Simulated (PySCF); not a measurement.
SMILES C(CC=O)(=O)C (C₄H₆O₂), GFN2-xTB optimised geometry.

```
12

C     -0.61    -1.23    -0.03
C      0.25    -0.01     0.00
O      1.45    -0.01     0.00
C     -0.55     1.30     0.00
C     -0.95     1.55    -1.43
O     -1.87     1.01    -1.98
H     -0.01    -2.11    -0.25
H     -1.39    -1.11    -0.78
H     -1.09    -1.36     0.94
H     -1.45     1.17     0.61
H      0.07     2.11     0.37
H     -0.29     2.25    -1.97
```

Density from B3LYP/def2-TZVP in PySCF at that geometry.

Minimum of the electron density along straight lines between bonded atoms, close to the bond critical point (lines longer than 1.1 times the sum of covalent radii, or with two minima, are not listed):

| bond | length / Å | ρ at the minimum / e bohr⁻³ | ∇²ρ there / e bohr⁻⁵ | position (fraction from the first atom) |
|---|---|---|---|---|
| C1–C2 | 1.497 | 0.268 | -0.72 | 0.48 |
| C2–O3 | 1.200 | 0.433 | -0.04 | 0.34 |
| C2–C4 | 1.534 | 0.246 | -0.61 | 0.51 |
| C4–C5 | 1.505 | 0.261 | -0.68 | 0.49 |
| C5–O6 | 1.199 | 0.432 | … | 0.34 |
| C1–H7 | 1.087 | 0.283 | -0.98 | 0.64 |
| C1–H8 | 1.089 | 0.280 | -0.97 | 0.65 |
| C1–H9 | 1.089 | 0.277 | -0.94 | 0.64 |
| C4–H10 | 1.089 | 0.280 | -0.97 | 0.64 |
| C4–H11 | 1.088 | 0.284 | -0.99 | 0.64 |
| C5–H12 | 1.104 | 0.284 | -1.02 | 0.65 |

**Question.** Complete the blanks.

**Answer.** 
- C5–O6, ∇²ρ there / e bohr⁻⁵: 0.00
